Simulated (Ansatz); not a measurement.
The input (input.yaml):

```yaml
crystal:
  periodic: [false, false, false]
  atoms:
    - { symbol: B, position_ang: [-1.411012, 0.926176, 0.165721] }
    - { symbol: C, position_ang: [0.046575, 0.474619, 0.066606] }
    - { symbol: B, position_ang: [0.164675, -0.916791, 0.790233] }
    - { symbol: C, position_ang: [0.474418, -0.471661, -1.108415] }
    - { symbol: O, position_ang: [1.087613, 1.411702, 0.320092] }
    - { symbol: H, position_ang: [-1.696994, 1.879533, 0.847733] }
    - { symbol: H, position_ang: [-2.287621, 0.276856, -0.351569] }
    - { symbol: H, position_ang: [-0.727031, -1.721702, 0.795621] }
    - { symbol: H, position_ang: [1.184618, -1.123382, 1.399768] }
    - { symbol: H, position_ang: [1.323787, 0.018363, -1.600323] }
    - { symbol: H, position_ang: [-0.342549, -0.705542, -1.798726] }
    - { symbol: H, position_ang: [0.901273, -1.462414, -0.77121] }
    - { symbol: H, position_ang: [1.302547, 1.379446, 1.259566] }
basis:
  gaussian: { orbitals: def2-SVP }
hamiltonian:
  xc: b3lyp
  dispersion: d4
phonons: {}
```

Command:

```bash
$ ansatz run input.yaml --threads 2 --pin off --max-ram 3072MiB --backend cpu --events-out ev --progress --plain --runs-dir out
```

Hardware: 2 threads of Arm Neoverse V2, on a shared host.

Roughly how long does this run take, and how much memory?

2.1 min, with a peak of 0.23 GiB, for 0 ionic steps.
